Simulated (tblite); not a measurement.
C₆H₁₁NSSi.
Numbering: `[N:1]#[C:2][CH2:3][C@@H:4]1[CH2:5][SiH2:6][CH2:7][CH2:8][S:9]1` (hydrogens: H10, H11 on C3; H12 on C4; H13, H14 on C5; H15, H16 on Si6; H17, H18 on C7; H19, H20 on C8)

Geometry (GFN2-xTB, Å), atoms numbered from 1 in this order:
```
atom  x, y, z in Å
N1     3.9384    0.9317   -1.0409
C2     3.2347    0.1556   -0.5830
C3     2.3204   -0.8059   -0.0256
C4     0.8688   -0.3651   -0.2557
C5     0.5235    0.8982    0.5174
Si6   -1.2498    1.4983    0.1582
C7    -2.3727   -0.0372    0.2857
C8    -1.7881   -1.2262   -0.4587
S9    -0.2028   -1.7732    0.2468
H10    2.4973   -1.7757   -0.5001
H11    2.5118   -0.9063    1.0469
H12    0.7004   -0.2196   -1.3279
H13    1.2462    1.6737    0.2524
H14    0.6507    0.7000    1.5839
H15   -1.3035    2.0062   -1.2181
H16   -1.6491    2.5054    1.1392
H17   -3.3635    0.1734   -0.1206
H18   -2.5157   -0.3194    1.3301
H19   -1.6180   -1.0008   -1.5128
H20   -2.4343   -2.1025   -0.3881
```

Level: GFN2-xTB in tblite, geometry and Hessian alike; calculated harmonic values, unscaled, isolated species. This tight-binding method is rough: wavenumbers can miss measured ones by several per cent, in bad cases by 10 to 20. Modes of hydrogen on silicon can be 10 to 20 % off. One conformer, not necessarily the lowest.

Harmonic wavenumbers (cm⁻¹): 54.2, 80.7, 110.1, 151.5, 232.2, 237.8, 251.0, 313.2, 371.0, 383.0, 390.5, 488.0, 528.1, 568.0, 638.6, 662.1, 696.9, 716.0, 747.1, 754.6, 806.7, 825.8, 890.8, 899.4, 981.8, 1025.8, 1050.1, 1079.0, 1089.7, 1098.9, 1143.8, 1152.1, 1216.9, 1244.6, 1262.4, 1283.2, 1288.6, 1314.6, 1423.4, 1450.9, 1464.6, 1467.9, 2233.8, 2285.1, 2411.1, 2917.4, 2954.7, 2959.5, 2960.8, 2966.2, 2971.1, 2977.2, 2981.5, 2988.0.

A = 1922, B = 779.0, C = 593.6 MHz; mass 157.038 u (most abundant isotopes); point group C1, symmetry number 1.

Q: Zero-point energy?

A: Half the sum of the wavenumbers: 33721 cm⁻¹ = 96.41 kcal/mol.

Q: Entropy at 298.15 K, 1 bar (ideal gas, RRHO, classical rotation)?

A: Translation 41.09, rotation 30.27, vibration 29.41: S = 100.8 cal/(mol K).

Q: And Cp and H(298.15 K) − H(0)?

A: Cp = 41.81 cal/(mol K), of which vibrations give 33.86 (their classical limit is 54 R = 107.3); H(298.15 K) − H(0) = 7.21 kcal/mol without the zero-point energy, 4.84 from vibrations.

Q: What must be added to the electronic energy to get the Gibbs energy at 298.15 K and 1 bar?

A: ZPE + [H(298.15 K) − H(0)] − T·S = 96.41 + 7.21 − 30.05 = 73.57 kcal/mol.

Q: Blend soft modes into free rotors: weight 1/[1 + (100 cm⁻¹/ν̃)⁴] for the oscillator and the rest for a rotor with moment μB/(μ + B), μ = h/(8π²ν), B = 10⁻⁴⁴ kg m². What vibrational entropy results?

A: 27.54 cal/(mol K) in place of 29.41, which changes −T·S at 298.15 K by +0.56 kcal/mol.

Hindered rotation and anharmonicity are outside this model. Other conformers, if any are populated, would add a mixing term that is left out. The structure is chiral; the term R ln 2 for an equal mix with its mirror image is left out.
